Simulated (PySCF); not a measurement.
Solvent effects on NMR parameters

Structure with atom numbers: `[CH3:1][S:2][c:3]1[cH:4][cH:5][c:6]([CH3:7])[cH:8][cH:9]1`. Hydrogens are named by the atom that carries them.

GIAO PBE0/pcSseg-1 in PySCF 2.14 on one PBE0-D3(BJ)/def2-SVP conformer, non-relativistic, equivalent nuclei averaged. Solvents enter as an IEF-PCM continuum (acetone with ε = 20.5) around the gas-phase geometry. Shifts are referred to TMS, CS2 computed in the same medium.

Gas phase, δ in ppm: C3 144.1, C6 137.0, C5/C8 134.9, C4/C9 127.8, C7 22.5, C1 16.8, S2 -3.4, H(C5)/H(C8) 7.19, H(C4)/H(C9) 6.95, H(C7) 2.31, H(C1) 2.22. Dipole moment 1.40 D.

(1) How does each δ change in the continuum?

(2) Which nuclei move most (in ppm), and what does the model miss?

Results:

(1) 
```csv
atoms,environment,"Δδ, acetone"
C3,aromatic carbon bearing sulfur,-0.2
C6,substituted aromatic carbon,+3.1
C5/C8,aromatic CH,+1.5
C4/C9,aromatic CH,+1.7
C7,methyl carbon on an aromatic ring,+0.2
C1,methyl carbon bonded to S,+0.2
S2,sulfide sulfur,-10.5
H(C5)/H(C8),hydrogen on an aromatic CH,+0.25
H(C4)/H(C9),hydrogen on an aromatic CH,+0.25
H(C7),hydrogen on a methyl carbon on an aromatic ring,+0.08
H(C1),hydrogen on a methyl carbon bonded to S,+0.20
```

Changes are relative to the gas phase. The dipole moment becomes 1.99 D in acetone.

(2) S2 (sulfide sulfur, -10.5 ppm) in acetone. A continuum only polarises the solute; specific hydrogen bonds, the anisotropy of aromatic solvents and changes of geometry or conformer are outside it.
